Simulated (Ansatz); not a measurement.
Ansatz (a first-principles code) input (PBE/LANL2DZ): The .json file is the Basis Set Exchange's LANL2DZ.

Ansatz 0.2 input:
```yaml
crystal:
  periodic: [false, false, false]
  atoms:
    - {symbol: N, position_ang: [1.29917700, -0.55153400, 0.96765400]}
    - {symbol: Si, position_ang: [0.03590700, 0.06654500, 0.01698500]}
    - {symbol: N, position_ang: [-0.74806600, -1.08793900, -1.02995600]}
    - {symbol: N, position_ang: [-1.15792700, 0.64933300, 1.09120800]}
    - {symbol: O, position_ang: [0.63241300, 0.99715400, -1.17593100]}
    - {symbol: H, position_ang: [1.16305500, -1.03308700, 1.83957800]}
    - {symbol: H, position_ang: [2.25088400, -0.56466200, 0.64423300]}
    - {symbol: H, position_ang: [-0.16179600, -1.66835400, -1.61330300]}
    - {symbol: H, position_ang: [-1.59435500, -0.83809800, -1.52290700]}
    - {symbol: H, position_ang: [-0.88286800, 1.25843500, 1.84561900]}
    - {symbol: H, position_ang: [-2.08921100, 0.86788900, 0.77409600]}
basis:
  gaussian:
    orbitals: LANL2DZ.json
hamiltonian:
  xc: {name: PBE}
magnetization: {spin_polarized: true, initial_magnetization: 1}
output: {forces: true}
```

Output:

```
Functional definition: PBE
integrals: 0.02 GiB planned
752 factors; integrals over basis functions are off by at most 7.1e-4 eV
mean field: 0.16 GiB planned
mean field evaluation 1: about -6692.8956 eV, gradient 6.9e1 eV
mean field evaluation 2: about -6650.3958 eV, gradient 1.2e2 eV
mean field evaluation 4: about -6712.1792 eV, gradient 1.7e1 eV
mean field evaluation 8: about -6713.5821 eV, gradient 3.9e-1 eV
mean field evaluation 16: about -6713.5049 eV, gradient 1.8e-4 eV
mean field evaluation 32: about -6713.1896 eV, gradient 1.7e0 eV
mean field -6713.50485405 eV, -246.7167528092 hartree, gradient 3.0e-5 eV, S^2 0.752988; 6 other end points of the search recorded, 0 dependent functions left out
the calculation of the forces begins
reference -6713.50488213 eV, -246.7167538411 hartree; 20, 19 occupied and 36, 37 virtual orbitals, 752 factors
Total energy: -6713.50488213 eV, -246.7167538411 hartree
Atom 0 at     1.299177    -0.551534     0.967654 Å, force     0.324642    -0.356530     0.306310 eV/Å
Atom 1 at     0.035907     0.066545     0.016985 Å, force    -0.396784    -0.659788     1.315844 eV/Å
Atom 2 at    -0.748066    -1.087939    -1.029956 Å, force    -0.230440    -0.336208    -0.273244 eV/Å
Atom 3 at    -1.157927     0.649333     1.091208 Å, force    -0.325105     0.286396     0.211941 eV/Å
Atom 4 at     0.632413     0.997154    -1.175931 Å, force     0.993379     1.554824    -1.956833 eV/Å
Atom 5 at     1.163055    -1.033087     1.839578 Å, force    -0.146273    -0.267491     0.613032 eV/Å
Atom 6 at     2.250884    -0.564662     0.644233 Å, force     0.614650     0.099690    -0.229775 eV/Å
Atom 7 at    -0.161796    -1.668354    -1.613303 Å, force     0.400759    -0.571480    -0.295013 eV/Å
Atom 8 at    -1.594355    -0.838098    -1.522907 Å, force    -0.733640     0.068326    -0.204500 eV/Å
Atom 9 at    -0.882868     1.258435     1.845619 Å, force     0.185719     0.232306     0.633678 eV/Å
Atom 10 at    -2.089211     0.867889     0.774096 Å, force    -0.686907    -0.050045    -0.121440 eV/Å
Dipole moment:    -0.287450    -0.399908     0.280813 e Å
```

The geometry given is a B3LYP-D3(BJ)/def2-TZVP minimum.
